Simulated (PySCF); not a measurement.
**`Cc1cccc2cc[nH]c12`, C₉H₉N**

Molfile (atoms numbered from 1):
```
C9H9N
     RDKit          3D

 19 20  0  0  0  0  0  0  0  0999 V2000
    2.2968   -1.0951    0.2437 C   0  0  0  0  0  0  0  0  0  0  0  0
    1.2400   -0.0388    0.1278 C   0  0  0  0  0  0  0  0  0  0  0  0
    1.5158    1.3225    0.1977 C   0  0  0  0  0  0  0  0  0  0  0  0
    0.5066    2.2995    0.0856 C   0  0  0  0  0  0  0  0  0  0  0  0
   -0.8194    1.9447   -0.1010 C   0  0  0  0  0  0  0  0  0  0  0  0
   -1.1471    0.5798   -0.1777 C   0  0  0  0  0  0  0  0  0  0  0  0
   -2.3682   -0.1505   -0.3591 C   0  0  0  0  0  0  0  0  0  0  0  0
   -2.0416   -1.4821   -0.3475 C   0  0  0  0  0  0  0  0  0  0  0  0
   -0.6867   -1.6219   -0.1693 N   0  0  0  0  0  0  0  0  0  0  0  0
   -0.1089   -0.3812   -0.0616 C   0  0  0  0  0  0  0  0  0  0  0  0
    3.2901   -0.6501    0.3912 H   0  0  0  0  0  0  0  0  0  0  0  0
    2.1049   -1.7694    1.0959 H   0  0  0  0  0  0  0  0  0  0  0  0
    2.3450   -1.7218   -0.6633 H   0  0  0  0  0  0  0  0  0  0  0  0
    2.5516    1.6404    0.3446 H   0  0  0  0  0  0  0  0  0  0  0  0
    0.7820    3.3549    0.1479 H   0  0  0  0  0  0  0  0  0  0  0  0
   -1.5965    2.7076   -0.1870 H   0  0  0  0  0  0  0  0  0  0  0  0
   -3.3667    0.2623   -0.4831 H   0  0  0  0  0  0  0  0  0  0  0  0
   -2.6800   -2.3571   -0.4544 H   0  0  0  0  0  0  0  0  0  0  0  0
   -0.1936   -2.5007   -0.1240 H   0  0  0  0  0  0  0  0  0  0  0  0
  1  2  1  0
  2  3  1  0
  3  4  2  0
  4  5  1  0
  5  6  2  0
  6  7  1  0
  7  8  2  0
  8  9  1  0
  9 10  1  0
 10  2  2  0
 10  6  1  0
  1 11  1  0
  1 12  1  0
  1 13  1  0
  3 14  1  0
  4 15  1  0
  5 16  1  0
  7 17  1  0
  8 18  1  0
  9 19  1  0
M  END
```

Theory: quadratic response CAM-B3LYP/aug-cc-pVDZ first hyperpolarisability, Taylor convention, gas phase (PySCF 2.14.0). Geometry: PBE0-D3(BJ)/def2-SVP.

Question: Give the tensor of the static β(0;0,0) in the axes of these coordinates.

Answer: In au, Taylor convention; rows are the first index (the induced dipole):
|  | xx | yy | zz | xy | xz | yz |
| --- | --- | --- | --- | --- | --- | --- |
| x | -20.5 | -27.5 | +41.5 | -46.3 | -15.8 | -6.4 |
| y | -46.3 | -37.3 | -13.1 | -27.5 | -6.4 | -4.1 |
| z | -15.8 | -4.1 | +16.7 | -6.4 | +41.5 | -13.1 |

Norm of βᵢ = ⅓ Σⱼ (βᵢⱼⱼ + βⱼᵢⱼ + βⱼⱼᵢ): 97.1 au, hyper-Rayleigh value 48.9 au.
